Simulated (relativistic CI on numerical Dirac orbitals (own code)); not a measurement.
## Tm²⁺: 4p photoemission

Computed with this model: Dirac-Coulomb-Breit CI, separate exchange-only KLI orbitals for each configuration, model QED (radiative potential, 1s self-energy scaled to tabulated hydrogen-like ionisation energies), multiplet model of photoemission in the sudden approximation, unscaled Slater integrals; configurations [Xe] 4f13 → [Ar] 3d10 4s2 4p5 4d10 4f13 5s2 5p6; 300 K; Lorentzian 2.5 eV and Gaussian 0.7 eV FWHM. Energies are those of the free ion, without screening or charge transfer. The energies are binding energies and can lie tens of eV above those of solids. S is read from ⟨S²⟩ = S(S + 1).

free ion: ground-state S = 0.50, centroid 369.80 eV. Peaks (eV, height): 352.6 (100), 358.2 (38), 401.8 (58).

Strongest unbroadened transitions for free ion:

| Energy (eV) | Relative strength |
| --- | --- |
| 352.14 | 35.9 |
| 352.32 | 100.0 |
| 352.72 | 59.8 |
| 354.09 | 27.7 |
| 355.54 | 1.1 |
| 358.39 | 66.7 |
| 399.86 | 0.1 |
| 400.82 | 63.6 |
| 402.19 | 81.4 |
| 404.14 | 0.2 |
